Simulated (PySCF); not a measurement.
Species: BBrH₈Si₃.
Geometry (PBE0-D3(BJ)/def2-SVP, Å), atoms numbered from 1 in this order:
```xyz
13
BBrH8Si3 angstrom
Si    -2.339    0.436   -0.461
B     -0.692    1.011    0.540
Si     0.663   -0.326    1.117
Si     2.266   -0.381   -0.611
Br    -0.166   -2.419    1.158
H     -2.074   -0.732   -1.355
H     -2.981    1.525   -1.261
H     -3.308   -0.002    0.599
H     -0.461    2.176    0.771
H      1.318   -0.082    2.438
H      3.029    0.902   -0.695
H      3.201   -1.514   -0.345
H      1.551   -0.613   -1.903
```

Computed with PBE0-D3(BJ)/def2-SVP geometry optimisation, gas phase in PySCF.

Masses are those of the commonest isotopes; rigid-rotor values at the optimised geometry. The values belong to one conformer with, in the numbering `[SiH3:1][BH:2][Si@H:3]([SiH3:4])[Br:5]`, Si1–B2–Si3–Si4 93°.

(1) Give the principal moments of inertia and the rotational constants in MHz.

(2) Classify the top.

(3) Is it planar, by Δ = Ic − Ia − Ib?

(4) Give the other two planar moments, Paa and Pbb, and the rms extents of the mass along the axes.

(5) Which types of transition are allowed, and where do some lines up to J = 3 fall?

(6) Estimate the classical rotational partition function at 25 K, 298.15 K and 500 K.

Results:

(1) Ia = 387.81, Ib = 466.48, Ic = 736.00 u·Å²; 505379 MHz·u·Å²/I gives A = 1303, B = 1083, C = 686.7 MHz.

(2) An asymmetric top; Ray's κ = 0.287.

(3) Not planar: Δ = Ic − Ia − Ib = -118.29 u·Å². For a rigid frame Δ = −2 Σ m c², so Σ m c² = 59.14 u·Å² lies off the ab plane: 15.11 from hydrogen and 44.03 from heavier atoms. The atom farthest from that plane is 2.22 Å away.

(4) Paa = Σ m a² = (Ib + Ic − Ia)/2 = 407.34 and Pbb = Σ m b² = (Ia + Ic − Ib)/2 = 328.66 u·Å². With the mass M = 181.92 u, the rms extents √(P/M) along a, b and c are 1.50, 1.34, 0.57 Å.

(5) The dipole components are |μa| = 0.53 D, |μb| = 1.46 D, |μc| = 0.71 D. The squared components, which scale the intensities, stand as 0.13 : 1.00 : 0.24 (a : b : c). Some lines, for components of 0.1 D or more:

| type | branch | J(Ka,Kc) | MHz | lower level (cm⁻¹) |
| --- | --- | --- | --- | --- |
| c | Q | 2(2,1) ← 2(1,1) | 659 | 0.211 |
| b | Q | 2(2,0) ← 2(1,1) | 905 | 0.211 |
| a | Q | 3(2,1) ← 3(2,2) | 913 | 0.410 |
| a | Q | 2(1,1) ← 2(1,2) | 1190 | 0.171 |
| c | Q | 3(3,1) ← 3(2,1) | 1304 | 0.441 |
| b | R | 1(1,1) ← 0(0,0) | 1990 | 0.000 |
| b | Q | 3(3,1) ← 3(2,2) | 2217 | 0.410 |
| a | Q | 3(1,2) ← 3(1,3) | 2261 | 0.324 |
| c | R | 1(1,0) ← 0(0,0) | 2387 | 0.000 |
| c | R | 2(1,1) ← 1(0,1) | 4553 | 0.059 |
| a | R | 3(1,3) ← 2(1,2) | 4588 | 0.171 |
| b | R | 3(1,3) ← 2(0,2) | 4658 | 0.169 |
| c | R | 2(2,0) ← 1(1,0) | 4842 | 0.080 |
| c | R | 2(2,1) ← 1(1,1) | 4993 | 0.066 |
| b | R | 2(2,0) ← 1(1,1) | 5239 | 0.066 |
| b | R | 3(2,2) ← 2(1,1) | 5969 | 0.211 |
| a | R | 3(2,1) ← 2(2,0) | 5977 | 0.241 |
| c | R | 3(2,1) ← 2(1,1) | 6883 | 0.211 |
| c | R | 3(3,0) ← 2(2,0) | 7401 | 0.241 |
| c | R | 3(3,1) ← 2(2,1) | 7528 | 0.233 |

(6) Point group C1, symmetry number σ = 1; q = (√π/σ)·√((kT/h)³/(ABC)), k/h = 20836.6 MHz/K: 21400 at 25 K, 881000 at 298.15 K, 1910000 at 500 K.

Whether it is a minimum is left open (no frequencies). No vibrational averaging or centrifugal distortion is included, and the geometry carries the error of its method. A rigid rotor knows nothing of internal rotation, which can split or shift real lines. Quadrupole hyperfine structure (11B, 79Br) is left out.
